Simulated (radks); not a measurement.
Results of a calculation; reference values are marked as such.
All-electron atom: Rh+ in [Kr] 4d8.

Level of theory: Dirac Kohn-Sham, PBEsol, spin-unpolarised, spherical densities, point nucleus; open shells fill j = l - 1/2 first (a radial shooting solver on a logarithmic mesh with Libxc functionals).

Energy parts (eV):
part                       energy
total                 -130135.027
kinetic                135662.672
electron-nucleus      -314798.186
Hartree                 52707.259
exchange-correlation    -3706.772

Orbitals (lengths in bohr, moments of r in powers of bohr; <r^-3> diverges for s and p1/2):
orbital,occ.,eigenvalue (eV),<r^4>,<r^2>,<r^-3>
1s1/2,2,-23020.52,5.373e-06,0.001439,-
2s1/2,2,-3343.201,0.0009692,0.02370,-
2p1/2,2,-3096.428,0.0006358,0.01778,-
2p3/2,4,-2951.938,0.0007241,0.01912,3019
3s1/2,2,-603.3564,0.04709,0.1749,-
3p1/2,2,-506.7816,0.04738,0.1710,-
3p3/2,4,-481.9216,0.05265,0.1805,527.3
3d3/2,4,-310.7863,0.05009,0.1624,79.59
3d5/2,6,-305.8820,0.05181,0.1654,75.32
4s1/2,2,-90.0070,1.806,1.092,-
4p1/2,2,-60.7022,2.668,1.294,-
4p3/2,4,-56.7982,3.010,1.372,82.74
4d3/2,4,-13.7954,17.33,2.876,6.750
4d5/2,4,-13.3931,18.47,2.962,6.293

The highest occupied level is 4d5/2 at -13.393 eV. The density falls to 0.001 e/bohr^3 at r = 3.74 bohr. For comparison, the ionisation energy in NIST's Atomic Spectra Database is 18.080 eV (semi-empirical). In exact Kohn-Sham theory the highest level is minus the ionisation energy, but local and semilocal functionals leave it too shallow, through self-interaction and a potential that decays too fast; potentials with the right tail come closer. Summed over all electrons, <r^2> = 36.83 bohr^2, which gives a Langevin (diamagnetic) susceptibility term of -29.2 x 10^-6 cm^3/mol.

Beside tabulated values, note that spin-unpolarised runs miss the spin-polarisation part of the exchange energy of open shells.
